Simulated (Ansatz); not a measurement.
CH7GaSSi can be A, `S[SiH2][CH2][GaH2]`, or B, `C[SiH2][S][GaH2]`.

Isolated molecules relaxed with PBE0-D4/def2-TZVP in Ansatz; ΔE leaves out vibrations. CBS: MP2 limit from def2 TZ/QZ plus the TZ coupled-cluster correction, frozen cores. Functionals use def2-TZVPP. For Ga outer-core shells are correlated without core-valence functions, which leaves a few kJ/mol of doubt a bond. Scalar relativity is left out up to krypton. One conformer a species, not always the lowest.

(1) Which isomer does CCSD(T)/CBS put lower? Give the gap. (Estimate.)

(2) Give E(B) − E(A) in kJ/mol with BLYP-D4, PBE-D4, PBE0-D4, MP2/def2-TZVPP, B2PLYP, CCSD(T)/def2-SVP, CCSD(T)/def2-TZVPP. (Best estimate.)

(3) Does the order hold for the free energy at 298.15 K (harmonic terms from PBE0-D4)? (Best estimate.)

Largest T1 diagnostic: 0.013.

Results:

(1) The calculation gave: B, by 107.0 kJ/mol.

(2) Computed: BLYP-D4 -109.9, PBE-D4 -109.5, PBE0-D4 -110.6, MP2/def2-TZVPP -107.8, B2PLYP -108.8, CCSD(T)/def2-SVP -111.4, CCSD(T)/def2-TZVPP -105.5. None reverses the order clearly.

(3) Ansatz gave: Yes: G(B) − G(A) = -95.6 kJ/mol, for one conformer each. Modes under 60 cm⁻¹, often nearly free rotors, make the harmonic entropy too high.

In def2-TZVPP, CCSD(T) changes the Hartree–Fock value by +8.1 kJ/mol (the triples alone add −0.6 kJ/mol) and MP2 by +5.8 kJ/mol. Leaving LDA and LC-ωPBE aside and taking each functional with its dispersion term where it has one, the values, not all of them listed here, spread over 6.6 kJ/mol, from B97M-V to ωB97M-V.
